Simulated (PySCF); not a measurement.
# Computed records: BH3N

All values are calculated (PySCF 2.14.0). Calculation on a computer-drawn molecule: vertical ionisation energy to the stated ion spin, frozen-core CCSD(T) at the basis limit and cheaper methods, single-reference cases, UHF for radicals, no spin-orbit; all values are single points at the evaluated structure, the first of each entry, which is the reference or a displaced copy of it and isn't optimised; the reference structure only sets the zero of the energies above reference; triples share is (T) over the correlation energy.

Common to all runs: charge 1; multiplicity 1; ion multiplicity 2; diffuse functions no; basis cc-pVnZ; reference is the Hartree-Fock double-zeta minimum; best is HF at quadruple zeta + MP2 correlation extrapolated from triple and quadruple zeta + CCSD(T) minus MP2 at triple zeta; basis step is the size of the change from the same recipe one zeta lower.

(1) 
```xyz
5
formula=BH3N
B     -0.2479    -1.0182     0.7986
N      0.1230    -2.0825     1.3428
H     -0.6081    -0.0171     0.2754
H      1.0408    -2.4603     1.2672
H     -0.4736    -2.6638     1.9092
```

Reference structure:
```xyz
5
BH3N
B     -0.2462    -1.0135     0.7906
N      0.1450    -2.1266     1.3639
H     -0.5951    -0.0203     0.2791
H      1.0895    -2.4819     1.2890
H     -0.4710    -2.7057     1.9199
```

Drawn bonds:
```
atom  other atom  order
   1           2      1
   1           3      1
   2           4      1
   2           5      1
```

(2) 
```xyz
5
formula=BH3N
B     -0.2479    -1.0182     0.7986
N      0.1396    -2.1301     1.3672
H     -0.6081    -0.0171     0.2754
H      1.0574    -2.5079     1.2916
H     -0.4570    -2.7114     1.9336
```

Reference structure:
```xyz
5
BH3N
B     -0.2462    -1.0135     0.7906
N      0.1450    -2.1266     1.3639
H     -0.5951    -0.0203     0.2791
H      1.0895    -2.4819     1.2890
H     -0.4710    -2.7057     1.9199
```

Drawn bonds:
```
atom  other atom  order
   1           2      1
   1           3      1
   2           4      1
   2           5      1
```

Q: BH3N (entry 1): D1 diagnostic at triple zeta?
A: 0.02767

Q: BH3N (entry 1): ion spin squared at triple zeta?
A: 0.7564

Q: Give the table of triple zeta values for BH3N (entry 1).
A: 
Triple zeta:
```
 method  ionisation energy (eV)  energy above reference (kcal/mol)
     HF                    18.8                              2.826
    PBE                   20.66                              4.026
 r2SCAN                   20.45                              3.424
  B3LYP                   20.59                              3.383
  wB97X                   20.46                              3.434
    MP2                   20.53                              4.009
   CCSD                   20.34                              3.876
CCSD(T)                   20.46                               4.14
```

Q: What T1 diagnostic at triple zeta does the calculation give for BH3N (entry 2)?
A: 0.01249

Q: Give the table of triple zeta values for BH3N (entry 2).
A: 
Triple zeta:
```
 method  ionisation energy (eV)  energy above reference (kcal/mol)
     HF                   18.34                             0.2189
    PBE                   20.25                             0.5751
 r2SCAN                   20.02                             0.4498
  B3LYP                   20.17                             0.4866
  wB97X                   20.03                             0.4177
    MP2                   20.11                             0.5312
   CCSD                   19.91                             0.4656
CCSD(T)                   20.03                              0.515
```

Further results for BH3N (entry 1):

| Quantity | Value |
| --- | --- |
| ionisation energy best | 20.59 eV |
| ionisation energy basis step | 0.03327 eV |
| energy above reference best | 3.636 kcal/mol |
| energy above reference basis step | 0.4676 kcal/mol |
| ionisation energy Koopmans at triple zeta | 20.78 eV |
| ionisation energy EOM CCSD at triple zeta | 20.43 eV |
| total energy HF triple zeta | -80.6437 hartree |
| total energy CCSD(T) triple zeta | -80.9530 hartree |
| total energy best | -80.9933 hartree |
| T1 diagnostic at triple zeta | 0.01111 |
| ion T1 diagnostic at triple zeta | 0.007852 |
| ion D1 diagnostic at triple zeta | 0.01918 |
| triples share at triple zeta | 0.03338 |
| basis functions triple zeta | 102 |

Further results for BH3N (entry 2):

| Property | Result |
| --- | --- |
| ionisation energy best | 20.16 eV |
| ionisation energy basis step | 0.03098 eV |
| energy above reference best | 0.4714 kcal/mol |
| energy above reference basis step | 0.04505 kcal/mol |
| ionisation energy Koopmans at triple zeta | 20.33 eV |
| ionisation energy EOM CCSD at triple zeta | 20 eV |
| total energy HF triple zeta | -80.6478 hartree |
| total energy CCSD(T) triple zeta | -80.9588 hartree |
| total energy best | -80.9983 hartree |
| D1 diagnostic at triple zeta | 0.03278 |
| ion T1 diagnostic at triple zeta | 0.008321 |
| ion D1 diagnostic at triple zeta | 0.02172 |
| ion spin squared at triple zeta | 0.7567 |
| triples share at triple zeta | 0.03431 |
| basis functions triple zeta | 102 |
